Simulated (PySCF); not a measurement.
## Nonlinear optical response: cyclopentanemethanol (SMILES C(O)C1CCCC1)

Molfile (atoms numbered from 1):
```
C6H12O
     RDKit          3D

 19 19  0  0  0  0  0  0  0  0999 V2000
    2.4853   -1.0985   -0.2107 O   0  0  0  0  0  0  0  0  0  0  0  0
    1.7455    0.0720   -0.4330 C   0  0  0  0  0  0  0  0  0  0  0  0
    0.4316    0.1058    0.3278 C   0  0  0  0  0  0  0  0  0  0  0  0
   -0.4937   -1.0807    0.0413 C   0  0  0  0  0  0  0  0  0  0  0  0
   -1.8654   -0.5670    0.4616 C   0  0  0  0  0  0  0  0  0  0  0  0
   -1.8822    0.8613   -0.0878 C   0  0  0  0  0  0  0  0  0  0  0  0
   -0.4261    1.3580    0.0339 C   0  0  0  0  0  0  0  0  0  0  0  0
    2.6617   -1.1596    0.7340 H   0  0  0  0  0  0  0  0  0  0  0  0
    1.5353    0.1039   -1.5159 H   0  0  0  0  0  0  0  0  0  0  0  0
    2.3354    0.9829   -0.2001 H   0  0  0  0  0  0  0  0  0  0  0  0
    0.6696    0.0935    1.4093 H   0  0  0  0  0  0  0  0  0  0  0  0
   -0.4887   -1.2963   -1.0424 H   0  0  0  0  0  0  0  0  0  0  0  0
   -0.1803   -2.0032    0.5508 H   0  0  0  0  0  0  0  0  0  0  0  0
   -2.6997   -1.1832    0.0933 H   0  0  0  0  0  0  0  0  0  0  0  0
   -1.9348   -0.5529    1.5632 H   0  0  0  0  0  0  0  0  0  0  0  0
   -2.6004    1.5137    0.4310 H   0  0  0  0  0  0  0  0  0  0  0  0
   -2.1854    0.8401   -1.1470 H   0  0  0  0  0  0  0  0  0  0  0  0
   -0.3153    2.1072    0.8322 H   0  0  0  0  0  0  0  0  0  0  0  0
   -0.0966    1.8500   -0.8961 H   0  0  0  0  0  0  0  0  0  0  0  0
  1  2  1  0
  2  3  1  0
  3  4  1  0
  4  5  1  0
  5  6  1  0
  6  7  1  0
  7  3  1  0
  1  8  1  0
  2  9  1  0
  2 10  1  0
  3 11  1  0
  4 12  1  0
  4 13  1  0
  5 14  1  0
  5 15  1  0
  6 16  1  0
  6 17  1  0
  7 18  1  0
  7 19  1  0
M  END
```

Method used: quadratic response CAM-B3LYP/aug-cc-pVDZ first hyperpolarisability, Taylor convention, gas phase (PySCF 2.14.0). Geometry: PBE0-D3(BJ)/def2-SVP.

Question: Give β for the processes computed.

Answer: In 10⁻³⁰ esu, Taylor convention; the vector part is βᵢ = ⅓ Σⱼ (βᵢⱼⱼ + βⱼᵢⱼ + βⱼⱼᵢ); β∥ is 3/5 of the vector part along the dipole, the dipole points from − to +:
```
                   process  λ (nm)  β vector norm     β∥  β HRS  depolarisation ratio
           static β(0;0,0)       ∞           0.77  -0.30   0.29                  7.61
second harmonic β(−2ω;ω,ω)    1907           0.80  -0.31   0.30                  7.56
         Pockels β(−ω;ω,0)    1907           0.78  -0.31      –                     –
second harmonic β(−2ω;ω,ω)    1064           0.85  -0.33   0.32                  7.43
         Pockels β(−ω;ω,0)    1064           0.80  -0.31      –                     –
```

Question: Which lowest excitations, dipole and polarisabilities go with it?

Answer: S1 6.49 eV (f = 0.004); S2 7.45 eV (f = 0.015); S3 7.61 eV (f = 0.009); dipole 1.72 D; isotropic α 76.0 au static, 76.1 au at 1907 nm, 76.5 au at 1064 nm, 76.6 au at 953.5 nm, 78.0 au at 532 nm.
